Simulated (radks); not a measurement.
Polarisability of the bromine ion Br2+, [Ar] 3d10 4s2 4p3, at imaginary frequency. Method: scalar-relativistic Kohn-Sham, LDA (Slater exchange, Perdew-Wang correlation), spin-polarised, spherical densities, finite nucleus; open shells are filled with parallel spins first; Fermi nuclear charge, rms radius 4.1629 fm; computed with a radial shooting solver on a logarithmic mesh with Libxc functionals. Response by self-consistent Sternheimer equations with the Hartree and adiabatic LDA kernel, the relativistic mass of each level held fixed and spin-orbit coupling left out.

w (hartree),alpha1(iw) (bohr^3)
0.00266,8.182
0.0143,8.179
0.0360,8.162
0.0697,8.109
0.118,7.977
0.186,7.695
0.280,7.159
0.413,6.265
0.605,4.991
0.892,3.510
1.35,2.149
2.12,1.156
3.59,0.5549
6.94,0.2258
17.5,0.05719

Static values: alpha1 = 8.182 bohr^3 (1.212 angstrom^3; uncoupled 12.86). C6 = 39.55, triple-dipole C9 = 234.8 atomic units. One-pole (London) frequency 4 C6 / (3 alpha1^2) = 0.788 hartree, against 1.083 for minus the highest occupied eigenvalue.
